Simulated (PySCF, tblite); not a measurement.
Isomers of C6H9ClSi, one GFN2-xTB conformer each. Single-point energies are computed at PBE0/pcSseg-1 (PySCF, gas phase, no added dispersion term), electronic only.

Question: Rank them by PBE0/pcSseg-1 energy, lowest first (kcal/mol).
A. `[CH2:1]=[C:2]=[C:3]1[CH2:4][CH2:5][CH2:6][Si@@H:7]1[Cl:8]` with C2–C3–C4–C5 153°, C3–C4–C5–C6 46°, C4–C5–C6–Si7 -42°, C5–C6–Si7–Cl8 139°
B. `[CH:1]#[C:2]/[CH:3]=[C:4](\[Cl:5])[SiH:6]([CH3:7])[CH3:8]` with C3–C4–Si6–C7 120°

Answer: A (0.0), B (46.5).

As drawn, the lower has cumulated double bonds, which the higher lacks; the higher has a C≡C bond, which the lower lacks. GFN2-xTB itself gives, in the same order: 0.0, 53.9. Both levels put the same isomer lowest.

Question: Which frontier levels, dipoles and rotational constants go with these structures?

Answer: 
```
               SMILES  HOMO (eV, PBE0/pcSseg-1)  LUMO (eV)  dipole (D)       A, B, C (MHz)
  C=C=C1CCC[Si@@H]1Cl                     -7.25      -0.47        1.86   1577, 1280, 775.6
C#C/C=C(\Cl)[SiH](C)C                     -7.01      -1.33        1.24  2457, 784.5, 735.1
```

Question: What happens when harmonic zero-point energies from GFN2-xTB frequencies are added?

Answer: 
```csv
SMILES,ZPE (kcal/mol),electronic (kcal/mol),with ZPE (kcal/mol)
C=C=C1CCC[Si@@H]1Cl,81.0,0.0,0.0
C#C/C=C(\Cl)[SiH](C)C,77.1,46.5,42.6
```

The zero-point energies span 3.9 kcal/mol. The order is unchanged.
